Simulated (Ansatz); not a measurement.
Aln: PBE0-D4/def2-TZVP single points in Ansatz on relaxed structures, gas phase. Each cluster is the lowest isomer that a short search found in that spin, judged at the geometry's level, and lower ones may exist. HOMO and LUMO are taken over both spins. Binding counts from free atoms in the multiplicity of their measured ground term, without zero-point energy. The spins of the ions were chosen, not always searched. A dash marks a value that wasn't run or was left out as unsound. The structures are stationary points that may keep the symmetry of their start.

```tsv
species	atoms	state	geometry	HOMO (eV)	LUMO (eV)	gap (eV)	vertical IE (eV)	binding per atom (eV)	lowest of the spins relaxed	point group (within 0.1 Å)
Al3	3	doublet; oxidised ion triplet	PBE0-D4/def2-TZVP	-4.93	-2.98	1.96	6.54	1.32	doublet, of doublet/quartet	D3h
Al11	11	doublet	PBE-D4/def2-SVP	-5.17	-3.66	1.51	–	2.44	–	–
```

(1) Estimate the rows for Al7 (doublet; oxidised ion singlet, r2SCAN-D4/def2-SVP geometry).

(1) 
| species | atoms | state | geometry | HOMO (eV) | LUMO (eV) | gap (eV) | vertical IE (eV) | binding per atom (eV) | lowest of the spins relaxed | point group (within 0.1 Å) |
| --- | --- | --- | --- | --- | --- | --- | --- | --- | --- | --- |
| Al7 | 7 | doublet; oxidised ion singlet | r2SCAN-D4/def2-SVP | -5.07 | -2.96 | 2.11 | 6.40 | 2.23 | doublet, of doublet/quartet | C3v |

The gap (eV) runs from 1.51 (Al11) to 2.11 (Al7). The binding per atom (eV) runs from 1.32 (Al3) to 2.44 (Al11).
